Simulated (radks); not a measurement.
The numbers below are computed, except where a source is named.
Species: the molybdenum ion Mo2+. Configuration: [Kr] 4d4 (the NIST ground configuration). Level of theory: Dirac Kohn-Sham, exchange-only B88, spin-unpolarised, spherical densities, point nucleus; open shells are shared between the two j in proportion to 2j + 1 (a radial shooting solver on a logarithmic mesh with Libxc functionals).

Unscreened Slater integrals over Kohn-Sham orbitals (hartree). Large and small components are both included. Empty in this configuration: 5s1/2.

integral            value
F0(4d5/2,4d5/2)   0.51855
F2(4d5/2,4d5/2)   0.25719
F4(4d5/2,4d5/2)   0.16685
F0(4d5/2,4d3/2)   0.52096
F2(4d5/2,4d3/2)   0.25838
G2(4d5/2,4d3/2)   0.25831
G4(4d5/2,4d3/2)   0.16759
F0(4d5/2,4p3/2)   0.59818
F2(4d5/2,4p3/2)   0.28646
G1(4d5/2,4p3/2)   0.35356
G3(4d5/2,4p3/2)   0.21451
F0(4d5/2,4p1/2)   0.60294
G3(4d5/2,4p1/2)   0.21159
F0(4d5/2,5s1/2)   0.35832
G2(4d5/2,5s1/2)  0.080193
F0(4d3/2,4d3/2)   0.52340
F2(4d3/2,4d3/2)   0.25962
F0(4d3/2,4p3/2)   0.60190
F2(4d3/2,4p3/2)   0.28934
G1(4d3/2,4p3/2)   0.35824
G3(4d3/2,4p3/2)   0.21740
F0(4d3/2,4p1/2)   0.60677
G1(4d3/2,4p1/2)   0.35389
F0(4d3/2,5s1/2)   0.35898
G2(4d3/2,5s1/2)  0.078656
F0(4p3/2,4p3/2)   0.72761
F2(4p3/2,4p3/2)   0.38184
F0(4p3/2,4p1/2)   0.73646
G2(4p3/2,4p1/2)   0.38576
F0(4p3/2,5s1/2)   0.37812
G1(4p3/2,5s1/2)  0.028771
F0(4p1/2,4p1/2)   0.74573
F0(4p1/2,5s1/2)   0.37920
G1(4p1/2,5s1/2)  0.027448
F0(5s1/2,5s1/2)   0.30330
